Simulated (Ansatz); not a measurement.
`C[S][AlH2]` and `C[Se][AlH2]` differ in one element.

Ansatz, PBE0-D4/def2-TZVP geometries, multiplicity 1. 

Scalar relativity is left out up to krypton.

```tsv
property	`C[S][AlH2]`
size of the dipole moment (ωB97M-V/def2-TZVPP) / D	1.39
LUMO energy (ωB97M-V/def2-TZVPP) / eV	0.34
ideal-gas entropy at 298 K and 1 bar (rigid rotor, harmonic PBE0-D4/def2-TZVP) / J/(mol·K)	310
LUMO energy (PBE0/def2-TZVPP) / eV	-1.28
HOMO–LUMO gap (PBE/def2-TZVPP) / eV	4.08
size of the dipole moment (B3LYP/def2-TZVPP) / D	1.41
```

Problem. What does the change do to each property? (Estimate.)

Solution. Computed: 
| property | `C[Se][AlH2]` | shift |
| --- | --- | --- |
| size of the dipole moment (ωB97M-V/def2-TZVPP) / D | 1.33 | -0.06 |
| LUMO energy (ωB97M-V/def2-TZVPP) / eV | 0.25 | -0.09 |
| ideal-gas entropy at 298 K and 1 bar (rigid rotor, harmonic PBE0-D4/def2-TZVP) / J/(mol·K) | 324 | 14 |
| LUMO energy (PBE0/def2-TZVPP) / eV | -1.36 | -0.08 |
| HOMO–LUMO gap (PBE/def2-TZVPP) / eV | 3.79 | -0.29 |
| size of the dipole moment (B3LYP/def2-TZVPP) / D | 1.33 | -0.08 |

With PBE0 the HOMO rises by 0.30 eV and the LUMO falls by 0.08 eV, so the gap narrows by about 0.38 eV. PBE moves the HOMO by 0.22 eV and ωB97M-V by 0.35 eV. Dipoles are sizes alone; their direction can turn.

B3LYP here is the variant with VWN-RPA as its local correlation; programs differ in this.

Spin–orbit coupling is left out; it splits and shifts lone-pair levels of the heavy atoms by tenths of an eV.
